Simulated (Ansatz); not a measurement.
```yaml
crystal:
  periodic: [false, false, false]
  atoms:
    - {symbol: F, position_ang: [0.514458, -1.755038, 2.213074]}
    - {symbol: In, position_ang: [1.002471, -1.487778, 0.367135]}
    - {symbol: F, position_ang: [2.249692, -2.739678, -0.386002]}
    - {symbol: O, position_ang: [0.275468, -0.026090, -0.684833]}
    - {symbol: Si, position_ang: [-0.771038, 1.214322, -0.428794]}
    - {symbol: H, position_ang: [-0.333083, 2.050482, 0.722171]}
    - {symbol: H, position_ang: [-2.138558, 0.701583, -0.142674]}
    - {symbol: H, position_ang: [-0.799399, 2.042209, -1.660067]}
basis:
  gaussian: {orbitals: def2-TZVPD, fitting: {mean_field: cc-pVTZ-jkfit}}
magnetization: {spin_polarized: true, initial_magnetization: 8}
hamiltonian: {xc: {name: wB97}}
output: {forces: true}
```

```sh
$ ansatz run in.yaml --threads 4 --pin off --events-out ev --progress --plain --max-ram 10444MiB
```

Question: How does Ansatz answer? (An estimate is asked.)

Answer: Computed: The program refused the input.
```
Functional definition: wB97
Error: <dir> the basis set cc-pVTZ-JKFIT has no functions for In
```
